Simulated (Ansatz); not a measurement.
The same hydrogenolysis along the group F, Cl, Br.

Program: Ansatz. Geometries: PBE0-D4/def2-TZVP. ΔE: electronic, gas phase. CBS: MP2 limit from def2 TZ/QZ plus the TZ coupled-cluster correction, frozen cores. This one scheme is used for every species. Functionals use def2-TZVPP. For Br outer-core shells are correlated without core-valence functions, which leaves a few kJ/mol of doubt a bond. Scalar relativity is left out up to krypton. Each species was taken in one conformer, which may not be the lowest.

```json
{"reaction": "`CC[Si]F` + H₂ → `C[Si]F` + CH₄", "CCSD(T)/def2-SVP (kJ/mol)": "-78", "MP2/CBS(def2) (kJ/mol)": "-78", "HF/CBS(def2) (kJ/mol)": "-100", "PBE-D4 (kJ/mol)": "-78", "CCSD(T)/CBS(def2) (kJ/mol)": "-81"}
{"reaction": "`CC[Si]Cl` + H₂ → `C[Si]Cl` + CH₄", "CCSD(T)/def2-SVP (kJ/mol)": "-78", "MP2/CBS(def2) (kJ/mol)": "-75", "HF/CBS(def2) (kJ/mol)": "-102", "PBE-D4 (kJ/mol)": "-76", "CCSD(T)/CBS(def2) (kJ/mol)": "-79"}
{"reaction": "`CC[Si]Br` + H₂ → `C[Si]Br` + CH₄", "CCSD(T)/def2-SVP (kJ/mol)": "-79", "MP2/CBS(def2) (kJ/mol)": "-74", "HF/CBS(def2) (kJ/mol)": "-102", "PBE-D4 (kJ/mol)": "-76", "CCSD(T)/CBS(def2) (kJ/mol)": "-78"}
```

Largest T1 diagnostic: 0.014, for `C[Si]F`.
